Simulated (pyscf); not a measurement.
# Cl–Sn(Cl)(Cl)–Cl, singlet

Gas-phase minimum from PySCF at ωB97X-D3(BJ)/def2-SVP, one conformer. 

```xyz
5

Cl     1.0206     2.4821    -0.5688
Sn     0.2630     0.3156    -0.4154
Cl     0.6799    -0.4968     1.6960
Cl    -2.0005     0.2656    -0.8223
Cl     1.3510    -0.9872    -1.9681
```
Charge 0, spin multiplicity 1.

Bond lengths (Å): Cl1–Sn2 2.300, Sn2–Cl3 2.300, Sn2–Cl4 2.300, Sn2–Cl5 2.300. Angles (°): Cl1–Sn2–Cl3 109.5, Cl1–Sn2–Cl4 109.4, Cl1–Sn2–Cl5 109.4, Cl3–Sn2–Cl4 109.5, Cl3–Sn2–Cl5 109.5, Cl4–Sn2–Cl5 109.5.

Properties at ωB97X-D3(BJ)/def2-SVP:

```
Quantity                                                                                                                                                        Value
---------------------------------------------------------------------------------------------------------------------  ----------------------------------------------
Harmonic wavenumbers, unscaled                                                                                         98, 98, 128, 128, 128, 379, 427, 427, 428 cm⁻¹
Zero-point energy                                                                                                                                        3.2 kcal/mol
Rotational symmetry number                                                                                                                                         12
Entropy of this conformer at 298 K and 1 atm, rigid rotor and harmonic oscillator, modes under 100 cm⁻¹ raised to 100                                 365.1 J/(mol K)
Dipole moment                                                                                                                                                  0.00 D
```

Single-point totals, which compare only within one level:

| level | total energy (hartree) |
|---|---|
| ωB97X-D3(BJ)/def2-TZVP | -2055.44925 |
| PBE/def2-TZVP | -2054.58850 |
| r²SCAN/def2-TZVP | -2055.30566 |
| B3LYP-D3(BJ)/def2-TZVP | -2055.48161 |
| PBE0-D3(BJ)/def2-TZVP | -2054.75187 |
| M06-2X/def2-TZVP | -2055.22680 |
| ωB97M-D3(BJ)/def2-TZVP | -2055.57926 |

Elements past Kr carry the def2 core potentials, without spin-orbit coupling.
